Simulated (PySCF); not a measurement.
**Xenon: a sound run and one with changed settings**

Sound run: Xe⁺ [Kr] 4d10 5s2 5p5, Xe²⁺ [Kr] 4d10 5s2 5p4. Calculation: PySCF 2.14, in def2-TZVP with the def2 core potential (28 electrons) (6s5p3d2f, 50 functions); scalar relativity through the core potential. The sound run starts from symmetry-adapted Hartree-Fock orbitals and uses a fine grid where one is needed.

Changed run: initial guess 1e, at most 5 SCF cycles. This setting is unsound on purpose.

| species | method | sound run (hartree) | changed run (hartree) | converged |
| --- | --- | --- | --- | --- |
| Xe⁺ | UHF | -327.87704 | -327.87679 | no |
| Xe⁺ | r2SCAN | -329.03036 | -329.03022 | no |
| Xe⁺ | TPSS | -328.78719 | -328.78712 | no |
| Xe²⁺ | UHF | -327.13922 | -327.13921 | no |
| Xe²⁺ | r2SCAN | -328.25425 | -328.25412 | no |
| Xe²⁺ | TPSS | -328.01214 | -328.01195 | no |

The SCF was stopped early; the energies are upper bounds that still move, and correlated levels were skipped or rest on poor orbitals.
